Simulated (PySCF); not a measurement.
A geometry optimisation, step by step.

C3H8O4Si.
SMILES with atom numbers: `[CH3:1][O:2][SiH2:3][O:4][CH2:5][C:6](=[O:7])[OH:8]` (hydrogens: H9, H10, H11 on C1; H12, H13 on Si3; H14, H15 on C5; H16 on O8)

Method: PBE0-D3(BJ)/def2-SVP geometry optimisation, gas phase (PySCF); density fitting, grid level 1; the optimiser is geomeTRIC in internal coordinates, started from a GFN2-xTB structure with every atom displaced at random (about 0.01 Å). The frame can shift and turn from step to step; on so coarse a grid that alone can change the energy by a few meV, and forces under 0.02 eV/Å are noise.

Step 0: E = -19282.2541 eV, largest atomic force 1.803 eV/Å
```
atom  x, y, z in Å  |  force x, y, z in eV/Å
C1     -3.218   -0.519   -0.205   -0.843   1.435   0.319
O2     -1.926   -0.306   -0.598   -0.679  -0.186  -1.166
Si3    -0.691   -0.121    0.415    1.134   0.428   0.455
O4      0.476    0.059   -0.748   -1.436  -0.315   0.050
C5      1.784    0.282   -0.648    1.202   0.396   0.445
C6      2.282    0.348    0.781    1.765   0.117  -0.350
O7      1.606    0.193    1.754   -0.705  -0.086   0.380
O8      3.612    0.584    0.843   -0.486  -0.031   0.162
H9     -3.833   -0.699   -1.081   -0.373  -0.276  -0.385
H10    -3.329   -1.333    0.499   -0.111  -0.776   0.458
H11    -3.643    0.397    0.290    0.068  -0.426  -0.154
H12    -0.859    1.076    1.251   -0.167   0.352   0.187
H13    -0.541   -1.322    1.212    0.029  -0.702   0.465
H14     2.027    1.249   -1.109    0.479   0.185  -0.224
H15     2.342   -0.512   -1.158    0.481  -0.041  -0.173
H16     3.892    0.622    1.780   -0.359  -0.073  -0.468
```

Step 1: E = -19282.4860 eV, largest atomic force 0.444 eV/Å
```
atom  x, y, z in Å  |  force x, y, z in eV/Å
C1     -3.322   -0.482   -0.208    0.172  -0.081   0.029
O2     -2.006   -0.282   -0.633    0.064   0.014   0.098
Si3    -0.697   -0.093    0.387   -0.050  -0.026  -0.217
O4      0.529    0.095   -0.734    0.363   0.065  -0.017
C5      1.893    0.321   -0.640   -0.413  -0.122   0.108
C6      2.375    0.324    0.791   -0.324  -0.113  -0.052
O7      1.626    0.165    1.724    0.119   0.050  -0.020
O8      3.684    0.496    0.914    0.007   0.002   0.018
H9     -3.955   -0.692   -1.086    0.030  -0.008   0.015
H10    -3.421   -1.340    0.491    0.021   0.066  -0.080
H11    -3.739    0.408    0.297   -0.012   0.054   0.034
H12    -0.915    1.132    1.204    0.003   0.013   0.053
H13    -0.586   -1.336    1.203    0.013   0.019   0.008
H14     2.179    1.287   -1.099   -0.030  -0.004  -0.002
H15     2.464   -0.460   -1.178   -0.039   0.036  -0.005
H16     3.879    0.454    1.863    0.075   0.036   0.028
```

Step 2: E = -19282.4935 eV, largest atomic force 0.293 eV/Å
```
atom  x, y, z in Å  |  force x, y, z in eV/Å
C1     -3.300   -0.468   -0.201    0.034  -0.009   0.017
O2     -1.994   -0.266   -0.644    0.063   0.016   0.007
Si3    -0.684   -0.107    0.370   -0.117   0.040   0.008
O4      0.529    0.082   -0.757    0.052  -0.005  -0.080
C5      1.881    0.301   -0.643   -0.253  -0.087   0.119
C6      2.334    0.316    0.796    0.221   0.115   0.143
O7      1.596    0.181    1.740   -0.119  -0.064  -0.210
O8      3.642    0.508    0.919    0.120  -0.006  -0.020
H9     -3.947   -0.654   -1.072   -0.015   0.002   0.007
H10    -3.389   -1.342    0.474   -0.010   0.002  -0.005
H11    -3.702    0.413    0.336   -0.005  -0.005   0.002
H12    -0.881    1.106    1.215   -0.035  -0.015  -0.001
H13    -0.574   -1.362    1.167    0.004  -0.005   0.010
H14     2.173    1.264   -1.101    0.043   0.013   0.027
H15     2.458   -0.481   -1.171    0.033   0.008   0.008
H16     3.847    0.509    1.868   -0.015   0.001  -0.031
```

Step 3: E = -19282.4963 eV, largest atomic force 0.149 eV/Å
```
atom  x, y, z in Å  |  force x, y, z in eV/Å
C1     -3.291   -0.474   -0.199   -0.028   0.023   0.012
O2     -1.990   -0.261   -0.649    0.018   0.023  -0.057
Si3    -0.687   -0.089    0.368   -0.011  -0.022   0.106
O4      0.527    0.090   -0.759    0.011  -0.007  -0.048
C5      1.876    0.301   -0.640    0.052   0.019  -0.068
C6      2.339    0.306    0.793   -0.007   0.043  -0.052
O7      1.575    0.158    1.713    0.090   0.010   0.119
O8      3.647    0.497    0.927   -0.100  -0.023   0.029
H9     -3.942   -0.664   -1.066   -0.023   0.007  -0.002
H10    -3.368   -1.349    0.474   -0.012  -0.028   0.025
H11    -3.698    0.404    0.342   -0.002  -0.023  -0.009
H12    -0.897    1.127    1.205   -0.015  -0.008  -0.010
H13    -0.575   -1.337    1.175   -0.032  -0.008   0.004
H14     2.172    1.267   -1.090    0.051   0.015  -0.007
H15     2.451   -0.477   -1.175    0.032  -0.006  -0.022
H16     3.850    0.498    1.876   -0.023  -0.014  -0.018
```

Step 4: E = -19282.4981 eV, largest atomic force 0.051 eV/Å
```
atom  x, y, z in Å  |  force x, y, z in eV/Å
C1     -3.298   -0.475   -0.207   -0.005  -0.002   0.015
O2     -1.995   -0.259   -0.651   -0.007   0.006  -0.033
Si3    -0.696   -0.091    0.373   -0.005  -0.006  -0.013
O4      0.526    0.091   -0.749    0.030   0.010   0.040
C5      1.878    0.302   -0.633   -0.011   0.008  -0.015
C6      2.351    0.316    0.798   -0.029  -0.042  -0.003
O7      1.607    0.173    1.735   -0.026   0.008   0.008
O8      3.661    0.496    0.914    0.006   0.012  -0.011
H9     -3.949   -0.659   -1.077    0.002   0.004  -0.003
H10    -3.380   -1.356    0.460    0.002  -0.006   0.000
H11    -3.708    0.397    0.339   -0.001  -0.001   0.002
H12    -0.916    1.124    1.210    0.023  -0.002   0.007
H13    -0.597   -1.341    1.179    0.018   0.007   0.011
H14     2.178    1.265   -1.088    0.001   0.002  -0.009
H15     2.453   -0.478   -1.167    0.005   0.004   0.000
H16     3.872    0.493    1.861   -0.003  -0.003   0.004
```

Step 5: E = -19282.4987 eV, largest atomic force 0.042 eV/Å
```
atom  x, y, z in Å  |  force x, y, z in eV/Å
C1     -3.295   -0.475   -0.201    0.001  -0.012   0.012
O2     -1.995   -0.254   -0.653    0.000   0.004  -0.019
Si3    -0.691   -0.089    0.366   -0.001   0.003   0.022
O4      0.530    0.091   -0.758    0.013   0.009  -0.024
C5      1.881    0.302   -0.640   -0.034  -0.012   0.021
C6      2.340    0.314    0.796    0.020  -0.002  -0.008
O7      1.586    0.175    1.726   -0.003  -0.002  -0.008
O8      3.649    0.494    0.925    0.005   0.001   0.006
H9     -3.952   -0.652   -1.068    0.005   0.003  -0.001
H10    -3.371   -1.360    0.461    0.004   0.003  -0.007
H11    -3.701    0.393    0.353    0.001   0.003   0.004
H12    -0.901    1.125    1.205   -0.006   0.001  -0.003
H13    -0.586   -1.339    1.172   -0.004  -0.002  -0.003
H14     2.187    1.264   -1.094   -0.009  -0.001   0.000
H15     2.459   -0.480   -1.168   -0.003   0.003   0.001
H16     3.849    0.490    1.874    0.010   0.001   0.008
```

Step 6: E = -19282.4988 eV, largest atomic force under 0.02 eV/Å
```
atom  x, y, z in Å  |  force x, y, z in eV/Å
C1     -3.293   -0.476   -0.203   -0.006  -0.007   0.007
O2     -1.995   -0.250   -0.656    0.000   0.007  -0.018
Si3    -0.693   -0.085    0.366    0.006  -0.004   0.018
O4      0.529    0.094   -0.758   -0.003   0.004  -0.006
C5      1.880    0.301   -0.638    0.004  -0.003   0.003
C6      2.340    0.312    0.797    0.011   0.012  -0.002
O7      1.586    0.174    1.727   -0.003  -0.004   0.002
O8      3.650    0.491    0.926   -0.002  -0.004   0.000
H9     -3.951   -0.649   -1.069   -0.001   0.003   0.000
H10    -3.365   -1.366    0.453    0.001  -0.001  -0.002
H11    -3.700    0.387    0.359    0.000  -0.001   0.002
H12    -0.904    1.130    1.203   -0.001   0.000  -0.003
H13    -0.590   -1.334    1.173   -0.005  -0.001  -0.001
H14     2.187    1.263   -1.092    0.001   0.001   0.002
H15     2.456   -0.482   -1.167    0.000   0.000  -0.001
H16     3.851    0.488    1.875   -0.002  -0.002  -0.001
```

Task: Summarise the path.

Result: The energy falls by 0.2447 eV from step 0 to step 6; nine tenths of that is first reached at step 1. It falls at every step. The largest force goes from 1.803 to under 0.02 eV/Å. Among the bonds O2–Si3 changes most, from 1.607 to 1.663 Å; the atoms move by 0.089 Å rms after alignment.

What follows is the cost of the whole optimisation. Time: 73 s of wall time; peak memory 0.61 GiB. Hardware: one thread of an Arm Neoverse V2, no GPU, shared host with 96 logical CPUs at a one-minute load of 65.
